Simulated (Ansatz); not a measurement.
```yaml
crystal:
  periodic: [false, false, false]
  atoms:
    - {symbol: Sr, position_ang: [0.591897, 0.476592, -1.071022]}
    - {symbol: O, position_ang: [-0.025508, 0.341385, 0.942931]}
    - {symbol: O, position_ang: [-0.566389, -0.817977, 0.128100]}
basis:
  gaussian: {orbitals: def2-mTZVP}
total_charge: -1
magnetization: {spin_polarized: true, initial_magnetization: 1}
hamiltonian: {xc: {name: B3LYP}, dispersion: d3bj}
scf: {lower_state_search: off}
```

```sh
$ ansatz run in.yaml --threads 4 --pin off --events-out ev --progress --plain --max-ram 3916MiB
```

Shortened log:

```
Functional definition: B3LYP
617 factors; their error is unknown
mean field evaluation 1: about -4924.4549 eV, gradient 3.1e1 eV
mean field evaluation 2: about -4889.4317 eV, gradient 9.1e1 eV
mean field evaluation 4: about -4930.4113 eV, gradient 5.2e0 eV
mean field evaluation 8: about -4930.5930 eV, gradient 1.5e-1 eV
mean field evaluation 16: about -4930.6017 eV, gradient 7.6e-5 eV
mean field -4930.60167064 eV, -181.1962693141 hartree, gradient 5.7e-6 eV, S^2 0.750323; 0 other end points of the search recorded, 0 dependent functions left out
reference -4930.60186218 eV, -181.1962763532 hartree; 14, 13 occupied and 67, 68 virtual orbitals, 617 factors
Total energy: -4930.66561480 eV, -181.1986192187 hartree
Checks for a lower state left out: stability, starts, cluster_reference, orbital_swaps, neighbouring_geometries, increment
```

Hardware: 4 threads of Arm Neoverse V1 on a shared host. Wall time 0.7 s.

In the def2 sets Sr takes a core potential; there is no spin–orbit coupling. B3LYP takes the VWN-RPA correlation. The highest occupied level of an anion often lies above zero with these methods, and sets without diffuse functions describe the outer electron poorly.
